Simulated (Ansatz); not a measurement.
Cost and result for the atomization energy of `N[SiH2][SiH](O)S` (12 atoms, 11 bonds).

```json
{"atom": "N1", "x (Å)": "-0.800", "y (Å)": "0.633", "z (Å)": "-1.647"}
{"atom": "Si2", "x (Å)": "-1.003", "y (Å)": "-0.742", "z (Å)": "-0.614"}
{"atom": "Si3", "x (Å)": "0.680", "y (Å)": "-0.446", "z (Å)": "0.988"}
{"atom": "O4", "x (Å)": "2.131", "y (Å)": "-0.239", "z (Å)": "0.231"}
{"atom": "S5", "x (Å)": "0.037", "y (Å)": "1.309", "z (Å)": "2.046"}
{"atom": "H6", "x (Å)": "-0.883", "y (Å)": "1.553", "z (Å)": "-1.241"}
{"atom": "H7", "x (Å)": "-1.208", "y (Å)": "0.621", "z (Å)": "-2.569"}
{"atom": "H8", "x (Å)": "-2.352", "y (Å)": "-0.906", "z (Å)": "0.009"}
{"atom": "H9", "x (Å)": "-0.747", "y (Å)": "-1.950", "z (Å)": "-1.445"}
{"atom": "H10", "x (Å)": "0.917", "y (Å)": "-1.550", "z (Å)": "1.948"}
{"atom": "H11", "x (Å)": "2.108", "y (Å)": "0.327", "z (Å)": "-0.545"}
{"atom": "H12", "x (Å)": "1.119", "y (Å)": "1.389", "z (Å)": "2.841"}
```

Charge 0, multiplicity 1. The structure was optimised at the PBE0-D4/def2-TZVP level. It is one conformer, not always the lowest. Program: Ansatz. All runs use 4 threads of an Arm Neoverse V2 on a shared host. Times are those of one run each, without the atoms' runs, and a repeat can differ threefold. Electronic energies, without spin–orbit coupling; frozen cores. CCSD(T)/CBS adds CCSD(T) − MP2 in def2-TZVPP to the MP2 limit, and its time is that of the two runs behind it. T1 = 0.012. B3LYP takes the VWN-RPA correlation (the form of Gaussian; ORCA's B3LYP/G).

CCSD(T)/CBS is a level of theory with its own doubt, some kJ/mol a heavy atom from the limit and from the frozen cores, so smaller differences don't rank the functionals.

```
                             level  functions  wall time  atomization (kcal/mol)  difference from CCSD(T)/CBS  per bond
   PBE-D4/def2-TZVPP (with forces)        286        3 s                   956.8                          3.1       0.3
                PBE0-D4/def2-TZVPP        286      4.1 s                   941.8                        -11.9      -1.1
r2SCAN-D4/def2-TZVPP (with forces)        286        6 s                   949.3                         -4.4      -0.4
 B3LYP-D4/def2-TZVPP (with forces)        286      6.5 s                   949.1                         -4.6      -0.4
                 B2PLYP/def2-TZVPP        286        7 s                   935.5                        -18.2      -1.6
                ωB97X-V/def2-TZVPP        286      9.5 s                   958.2                          4.5       0.4
  ωB97M-V/def2-TZVPP (with forces)        286       14 s                   954.7                          1.0       0.1
                    MP2/def2-QZVPP        534       27 s                   949.8                         -3.9      -0.4
                CCSD(T)/def2-TZVPP        286    3.8 min                   921.4                        -32.3      -2.9
                 CCSD(T)/CBS(def2)          –    4.2 min                   953.7                          0.0       0.0
```

The D4 term adds +12.0 kcal/mol with B3LYP and +6.4 kcal/mol with PBE0; it sums over pairs of atoms, weighted by their polarisabilities, and B3LYP, whose exchange is more repulsive, gets the larger term. In def2-TZVPP, CCSD(T) changes the Hartree–Fock value by +251.3 kcal/mol (the triples alone add +13.8 kcal/mol) and MP2 by +260.4 kcal/mol; breaking electron pairs costs correlation energy, which Hartree–Fock lacks. From PBE to PBE0 (25 % exact exchange), in def2-TZVPP and without D4, the atomization energy moves by −13.9 kcal/mol: exact exchange takes away binding that semilocal exchange gives to molecules.
